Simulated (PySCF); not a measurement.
IrO₄, SMILES [O]=[Ir+](=[O])(=[O])=[O], charge +1, multiplicity 1.

Geometry optimised at PBE0-D3(BJ)/def2-SVP. The multiplicity is an assumed one; other spin states were not compared. The def2 effective core potentials stand for the cores of Ir; spin–orbit coupling is left out.

The numbers are results of PySCF 2.14.0 with TDDFT-PBE/def2-SVPD, not measurements.

Vertical excitations; the highest root listed may be one member of a degenerate set. Isolated molecule, no solvent. State labels are in the subgroup D2.

Computed excitation energies, oscillator strengths and character:
```tsv
state	symmetry	energy (eV)	λ (nm)	f	main pairs
S1	B1	3.42	363	0.000	HOMO−2→LUMO (degenerate set)
S2	B3	3.42	363	0.000	HOMO→LUMO, HOMO→LUMO+1 (degenerate set)
S3	B2	3.42	363	0.000	HOMO−1→LUMO+1 (degenerate set)
S4	B3	3.84	323	0.004	HOMO→LUMO+1, HOMO→LUMO, HOMO−3→LUMO, HOMO−3→LUMO+1 (degenerate set)
S5	B2	3.84	323	0.004	HOMO−1→LUMO, HOMO−4→LUMO+1 (degenerate set)
S6	B1	3.84	323	0.004	HOMO−2→LUMO+1, HOMO−5→LUMO (degenerate set)
S7	B2	4.09	303	0.000	HOMO−4→LUMO (degenerate set)
S8	B3	4.09	303	0.000	HOMO−3→LUMO+1, HOMO−3→LUMO (degenerate set)
S9	B1	4.09	303	0.000	HOMO−5→LUMO+1 (degenerate set)
S10	B3	4.65	267	0.010	HOMO−3→LUMO 30 %, HOMO−3→LUMO+1 29 %, HOMO−2→LUMO+3 10 %, HOMO−1→LUMO+2 10 %
T1	B2	2.68	463	0	HOMO−1→LUMO (degenerate set)
T2	B3	2.68	463	0	HOMO→LUMO+1, HOMO→LUMO (degenerate set)
T3	B1	2.68	463	0	HOMO−2→LUMO+1 (degenerate set)
T4	B1	3.02	411	0	HOMO−2→LUMO 86 %
```
Triplets are in the Tamm–Dancoff approximation, which puts them higher than full response would, so one can lie above its singlet here.
